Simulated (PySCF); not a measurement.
**Frontier orbitals and the lowest excitations**

Compound: C4H7NSi.
Numbering: `[N:1]#[C:2][SiH:3]1[CH2:4][CH2:5][CH2:6]1` (hydrogens: H7 on Si3; H8, H9 on C4; H10, H11 on C5; H12, H13 on C6)

Cartesian coordinates in Å at the PBE0-D3(BJ)/def2-SVP level; atoms count from 1:
```xyz
13
C4H7NSi angstrom
N      3.6171    0.0761   -0.2888
C      2.5318    0.3706   -0.0031
Si     0.7669    0.7858    0.4206
C     -0.3196   -0.6016    1.0890
C     -1.3906   -0.1245    0.0664
C     -0.5123    0.6518   -0.9565
H      0.8109    2.0571    1.1953
H      0.0943   -1.5847    0.8140
H     -0.6221   -0.6350    2.1444
H     -2.0957    0.5663    0.5562
H     -1.9926   -0.9355   -0.3737
H     -0.9577    1.5447   -1.4157
H     -0.1477   -0.0079   -1.7599
```

Method: TDDFT B3LYP/def2-SVPD, vertical, gas phase, core orbitals frozen in the response in PySCF 2.14.0, density-fitted response routines.

Frontier orbitals with the atoms that hold most of them (Löwdin shares over 4%, at most four atoms; ? is withheld):

```json
{"orbital": "HOMO-3", "ε (eV)": "-9.68", "atoms": "N1 49%, C2 34%, Si3 8%"}
{"orbital": "HOMO-2", "ε (eV)": "-9.60", "atoms": "C5 19%, N1 12%, H10 12%, C6 12%"}
{"orbital": "HOMO-1", "ε (eV)": "-8.58", "atoms": "C4 24%, C6 24%, Si3 20%, N1 8%"}
{"orbital": "HOMO", "ε (eV)": "?", "atoms": "?"}
{"orbital": "LUMO", "ε (eV)": "-1.10", "atoms": "?"}
{"orbital": "LUMO+1", "ε (eV)": "-0.58", "atoms": "N1 28%, C2 27%, Si3 20%, H7 8%"}
{"orbital": "LUMO+2", "ε (eV)": "0.25", "atoms": "C5 16%, Si3 12%, H11 12%, C4 10%"}
```

(1) Give the leading atoms of the LUMO.

(2) Which atoms hold the HOMO, and with what shares?

(3) What is the HOMO energy, and the HOMO–LUMO gap?

Answers

(1) C2 (bonded to N and Si) 26%; Si3 (bonded to 3 C and H) 24%; N1 (bonded to C) 24%; C4 (bonded to C, Si and 2 H) 7%. By element: carbon 32% or more, silicon 24%, nitrogen 24%.

(2) C5 (bonded to 2 C and 2 H) 17%; Si3 (bonded to 3 C and H) 17%; C6 (bonded to C, Si and 2 H) 16%; C4 (bonded to C, Si and 2 H) 16%. By element: carbon 48% or more, silicon 17%.

(3) ε(HOMO) = -8.35 eV; the gap is 7.25 eV (0.2665 hartree).

Task: How does S1 compare with the orbital gap of 7.25 eV?

Result: S1 is at 6.15 eV (f = 0.0047), 1.10 eV below the gap, made of HOMO→LUMO (95%). 

Task: Give energy, strength and leading configuration of S1, S3 and S6, and follow the Löwdin shares of the leading atoms from the occupied to the empty orbital.

Result: 
- S1 (6.15 eV, f 0.0047), HOMO→LUMO (95%): C5 17% → at most 7%, Si3 17% → 24%, C2 at most 16% → 26%
- S3 (6.83 eV, f 0.012), HOMO-1→LUMO+1 (84%): C4 24% → at most 8%, C6 24% → at most 8%, N1 8% → 28%, C2 at most 9% → 27%
- S6 (7.43 eV, f 0.0052), HOMO-2→LUMO (80%): C5 19% → at most 7%, N1 12% → 24%, C2 at most 12% → 26%, Si3 at most 12% → 24%

Löwdin shares depend on the basis, the more so with diffuse functions.

One conformer stands for the species.
